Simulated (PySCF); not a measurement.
Working out the ionisation energy of Ne⁺

Ne⁺ [He] 2s2 2p5 (2P) → Ne²⁺ [He] 2s2 2p4 (3P). Calculation: PySCF 2.14, in aug-cc-pVTZ-DK (5s4p3d2f, 46 functions); scalar relativity by spin-free X2C-1e. Frozen: 1s2. Energies in hartree (1 hartree = 27.21139 eV):

```tsv
part	Ne⁺ (lower)	Ne²⁺ (upper)
UHF	-127.947218	-126.504901
CCSD correlation	-0.211842	-0.159362
(T)	-0.002767	-0.001550
```

What does Hartree-Fock give?

(-126.504901) − (-127.947218) = 1.442317 hartree = 39.247 eV.

What do CCSD and CCSD(T) give?

The CCSD correlation energies differ by 0.052480 hartree = 1.428 eV and the triples by 0.001217 hartree = 0.033 eV, so CCSD gives 40.675 eV and CCSD(T) 40.708 eV.

A first-order spin-orbit estimate adds -0.005 eV to CCSD(T) (valence), giving 40.703 eV against 40.963 eV (measured; NIST Atomic Spectra Database, ionization energies).

What remains against the reference includes basis incompleteness, the frozen core and higher excitations.
